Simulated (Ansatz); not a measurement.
Stepwise reaction of `[CH3][GeH2][Br]` with hydrogen fluoride, as a gas-phase model of exchange steps in deposition or etching. ΔE in kJ/mol; ΔG adds harmonic PBE0-D4 terms to CCSD(T)/CBS, at 1 bar.

Isolated molecules relaxed with PBE0-D4/def2-TZVP in Ansatz; ΔE leaves out vibrations. CCSD(T)/CBS is the MP2 limit (def2-TZVPP, def2-QZVPP) plus CCSD(T) − MP2 in def2-TZVPP, frozen cores. This one scheme is used for every species. DFT in def2-TZVPP. B3LYP here is the variant with VWN-RPA as its local correlation; programs differ in this. For Br, Ge outer-core shells are correlated without core-valence functions, which leaves a few kJ/mol of doubt a bond. Scalar relativity is left out up to krypton.

| step | reaction | PBE-D4 | B3LYP-D4 | ωB97M-V | CCSD(T)/CBS | ΔG(600 K) |
| --- | --- | --- | --- | --- | --- | --- |
| 1 | `[CH3][GeH2][Br]` + H–F → `[CH3][GeH]([F])[Br]` + H₂ | -49.5 | -53.0 | -51.2 | -44.7 | -43.7 |

Task: Give the row of step 2, `[CH3][GeH]([F])[Br]` + H–F → `[CH3][Ge]([F])([F])[Br]` + H₂. (Best estimate.)

Result: Computed: 
| step | reaction | PBE-D4 | B3LYP-D4 | ωB97M-V | CCSD(T)/CBS | ΔG(600 K) |
| --- | --- | --- | --- | --- | --- | --- |
| 2 | `[CH3][GeH]([F])[Br]` + H–F → `[CH3][Ge]([F])([F])[Br]` + H₂ | -52.3 | -55.5 | -54.5 | -48.3 | -46.7 |

Task: By hand: ΔE of the 2 steps together at CCSD(T)/CBS.

Result: (-44.7) + (-48.3) = -93.0 kJ/mol, or -46.5 kJ/mol a step.

In ΔE the steps differ by no more than 3.6 kJ/mol. All are downhill at CCSD(T)/CBS. ΔG lies between -46.7 and -43.7 kJ/mol a step. PBE-D4 differs from CCSD(T)/CBS by -4.8 to -4.0 kJ/mol a step. Isolated molecules leave out the surface, adducts and barriers. Largest T1 diagnostic: 0.010.
